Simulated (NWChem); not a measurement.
System: AlNH4; SMILES [NH2][AlH2]

NWChem input:

```
start job
memory heap 200 mb stack 900 mb global 1100 mb
geometry units angstroms noautoz
  Al     0.000000    -0.000000     0.673915
  H     -0.577135    -1.280945     1.410904
  H      0.577135     1.280945     1.410904
  N      0.000000    -0.000000    -1.107075
  H      0.341571     0.758106    -1.685463
  H     -0.341572    -0.758106    -1.685463
end
basis spherical
  Al library def2-tzvp
  H library def2-tzvp
  N library def2-tzvp
end
dft
  xc b3pw91
  iterations 150
  mulliken
end
task dft energy
```

Output (shortened):

```
             Northwest Computational Chemistry Package (NWChem) 7.3.0
             --------------------------------------------------------

 C2V symmetry detected

                             Geometry "geometry" -> ""
                             -------------------------

 Output coordinates in angstroms (scale by  1.889725989 to convert to a.u.)

  No.       Tag          Charge          X              Y              Z
 ---- ---------------- ---------- -------------- -------------- --------------
    1 Al                  13.0000     0.00000000     0.00000000     0.65465450
    2 H                    1.0000     0.00000000    -1.40495726     1.39164350
    3 H                    1.0000     0.00000000     1.40495726     1.39164350
    4 N                    7.0000     0.00000000     0.00000000    -1.12633550
    5 H                    1.0000     0.00000000     0.83150213    -1.70472350
    6 H                    1.0000     0.00000000    -0.83150213    -1.70472350

 Effective nuclear repulsion energy (a.u.)      52.2137839090

      Symmetry information
      --------------------

 Group name             C2v
 Group number             16
 Group order               4
 No. of unique centers     4

                                 NWChem DFT Module
                                 -----------------

 Summary of "ao basis" -> "ao basis" (spherical)
 ------------------------------------------------------------------------------
       Tag                 Description            Shells   Functions and Types
 ---------------- ------------------------------  ------  ---------------------
 Al                        def2-tzvp                13       37   5s5p2d1f
 H                         def2-tzvp                 4        6   3s1p
 N                         def2-tzvp                11       31   5s3p2d1f

      Symmetry analysis of basis
      --------------------------

        a1         40
        a2          8
        b1         18
        b2         26

            General Information
            -------------------
          SCF calculation type: DFT
          Wavefunction type:  closed shell.
          No. of atoms     :     6
          No. of electrons :    24
           Alpha electrons :    12
            Beta electrons :    12
          Charge           :     0
          Spin multiplicity:     1
          Use of symmetry is: on ; symmetry adaption is: on
          Maximum number of iterations: 150
          AO basis - number of functions:    92
                     number of shells:    40
          Convergence on energy requested:  1.00D-06
          Convergence on density requested:  1.00D-05
          Convergence on gradient requested:  5.00D-04

              XC Information
              --------------
                       B3PW91 Method XC Functional
                     Hartree-Fock (Exact) Exchange  0.200
                        Slater Exchange Functional  0.800 local
                    Becke 1988 Exchange Functional  0.720 non-local
                Perdew 1991 Correlation Functional  0.810 non-local
            Perdew 1991 LDA Correlation Functional  1.000 local

             Grid Information
             ----------------
          Grid used for XC integration:  medium
          Radial quadrature: Mura-Knowles
          Angular quadrature: Lebedev.
          Tag              B.-S. Rad. Rad. Pts. Rad. Cut. Ang. Pts.
          ---              ---------- --------- --------- ---------
          Al                  1.25       88           9.0       590
          H                   0.35       45          11.0       434
          N                   0.65       49           9.0       434
          Grid pruning is: on
          Number of quadrature shells:   227
          Spatial weights used:  Erf1

      Superposition of Atomic Density Guess
      -------------------------------------

 Sum of atomic energies:        -298.18561250

      Non-variational initial energy
      ------------------------------

 Total energy =    -298.718478
 1-e energy   =    -515.525549
 2-e energy   =     164.593287
 HOMO         =      -0.361270
 LUMO         =       0.004590

      Symmetry analysis of molecular orbitals - initial
      -------------------------------------------------

  Numbering of irreducible representations:

     1 a1          2 a2          3 b1          4 b2

  Orbital symmetries:

     1 a1          2 a1          3 a1          4 a1          5 b2
     6 b1          7 a1          8 a1          9 b2         10 a1
    11 b1         12 b2         13 b1         14 a1         15 a1
    16 b2         17 a1         18 b2         19 a1         20 a2
    21 b2         22 a1

     ---------------------------------------------
      Total Density - Mulliken Population Analysis
     ---------------------------------------------

    Atom       Charge   Shell Charges
 -----------   ------   -------------------------------------------------------
    1 Al  13    12.30   2.00  0.65  1.33  0.81  0.33  2.91  2.28  0.82  0.71  0.25  0.11  0.05  0.03
    2 H    1     1.15   0.22  0.57  0.36  0.00
    3 H    1     1.15   0.22  0.57  0.36  0.00
    4 N    7     8.04   0.82  1.16  0.58  0.82  0.17  1.67  1.96  0.87  0.00  0.00  0.00
    5 H    1     0.68   0.22  0.34  0.08  0.04
    6 H    1     0.68   0.22  0.34  0.08  0.04

   convergence    iter        energy       DeltaE   RMS-Dens  Diis-err
 ---------------- ----- ----------------- --------- --------- ---------
 d= 0,ls=0.0,diis     1   -299.5438033991 -3.52D+02  6.80D-03  5.70D-01
 d= 0,ls=0.0,diis     2   -299.5011520443  4.27D-02  4.68D-03  7.67D-01
 d= 0,ls=0.0,diis     3   -299.5828181849 -8.17D-02  9.67D-04  6.95D-02
 d= 0,ls=0.0,diis     4   -299.5902370943 -7.42D-03  1.15D-04  3.39D-04
 d= 0,ls=0.0,diis     5   -299.5902796517 -4.26D-05  2.47D-05  9.16D-06
  Resetting Diis
 d= 0,ls=0.0,diis     6   -299.5902807551 -1.10D-06  8.00D-06  5.74D-07
 d= 0,ls=0.0,diis     7   -299.5902808484 -9.33D-08  2.09D-06  4.14D-08

[...]
```

Level: B3PW91/def2-TZVP. All runs use the structure optimised with B3LYP/6-31G* (spherical d).
